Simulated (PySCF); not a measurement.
## Correlation energy of P⁺ (phosphorus, charge +1)

[Ne] 3s2 3p2, high-spin 3P determinant. Computed with PySCF 2.14 in cc-pV(D+d)Z (4s3p2d, 23 functions), with no relativity, point nucleus. Frozen: [Ne]; 4 electrons correlated.

MP2 pair energies summed by pair of shells (mhartree):

```csv
pair,energy,share (%)
3s-3p,-30.28,60.2
3s-3s,-14.71,29.2
3p-3p,-5.32,10.6
```

Total MP2 correlation energy: -50.31 mhartree.

Same-spin part -8.30 and opposite-spin part -42.01 mhartree; SCS-MP2 scales them by 1/3 and 6/5 to -53.18 mhartree.

| level | correlation energy (mhartree) |
| --- | --- |
| CCSD | -71.86 |
| (T) | -1.00 |
| CCSD(T) | -72.86 |

Diagnostics: T1 = 0.0086, D1 = 0.0230, largest double amplitude 0.107.

Is a single reference adequate?

Mostly. T1 lies below 0.03, but a double amplitude of this size points to a near-degeneracy that CCSD handles and MP2 describes poorly.
